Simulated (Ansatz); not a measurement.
Reaction (substitution at a C–Ga bond): `[CH3][Ga]([CH3])[NH2]` + `FCSS` → `CSSCF` + `[CH3][GaH][NH2]`

Calculated with Ansatz (gas phase, PBE0-D4/def2-TZVP geometries, no zero-point term in ΔE). CBS: MP2 limit from def2 TZ/QZ plus the TZ coupled-cluster correction, frozen cores. Functionals use def2-TZVPP. B3LYP here is the variant with VWN-RPA as its local correlation; programs differ in this. For Ga outer-core shells are correlated without core-valence functions, which leaves a few kJ/mol of doubt a bond. Scalar relativity is left out up to krypton. Each species was taken in one conformer, which may not be the lowest.

`[CH3][Ga]([CH3])[NH2]`:

Z-matrix (Å, degrees):
```
C
Ga 1 1.967
H 1 1.091 2 111.8
H 1 1.093 2 110.6 3 120.7
H 1 1.093 2 110.6 3 -120.8
C 2 1.967 1 126.1 3 179.4
N 2 1.824 1 117.0 3 -0.5
H 6 1.093 2 110.6 1 -60.0
H 6 1.093 2 110.6 1 58.5
H 6 1.091 2 111.7 1 179.3
H 7 1.006 2 124.2 1 -179.9
H 7 1.006 2 124.2 1 -0.1
```

`FCSS`:

```xyz
7

F    -1.159    1.134    0.218
C    -0.148    0.723   -0.614
S     0.023   -1.058   -0.668
S     0.982   -1.467    1.087
H    -0.385    1.032   -1.637
H     0.785    1.176   -0.275
H    -0.098   -1.540    1.888
```

`CSSCF`:

Z-matrix (Å, degrees):
```
C
S 1 1.805
H 1 1.093 2 105.8
H 1 1.088 2 110.9 3 118.8
H 1 1.089 2 110.5 3 -118.2
S 2 2.032 1 103.0 3 176.0
C 6 1.790 2 102.9 1 85.4
F 7 1.376 6 112.9 2 -77.0
H 7 1.094 6 106.4 2 164.1
H 7 1.091 6 109.8 2 43.9
```

`[CH3][GaH][NH2]`:

Cartesian coordinates in Å:
```
C 0.315 -1.392 0.445
Ga -0.714 0.179 -0.122
N 0.193 1.711 -0.490
H 0.155 -2.223 -0.247
H -0.012 -1.727 1.432
H 1.384 -1.180 0.488
H -2.269 0.257 -0.297
H -0.244 2.567 -0.787
H 1.192 1.809 -0.422
```

| level | ΔE (kJ/mol) | difference from CCSD(T)/CBS |
| --- | --- | --- |
| ωB97X-V | 24.5 | -6.3 |
| B2PLYP | 27.9 | -2.9 |
| PBE | 24.2 | -6.6 |
| B3LYP | 27.0 | -3.8 |
| HF/def2-TZVPP | 25.6 | -5.2 |
| MP2/def2-TZVPP | 31.6 | 0.8 |
| SCS-MP2/def2-TZVPP | 29.8 | -1.0 |
| MP2/def2-QZVPP | 30.9 | 0.1 |
| SCS-MP2/def2-QZVPP | 29.0 | -1.8 |
| HF/CBS(def2) | 24.9 | -5.9 |
| CCSD(T)/CBS | 30.8 | 0 |

Largest T1 diagnostic among the species: 0.013.

In def2-TZVPP, CCSD(T) changes the Hartree–Fock value by +6.2 kJ/mol (the triples alone add −1.2 kJ/mol) and MP2 by +6.1 kJ/mol.
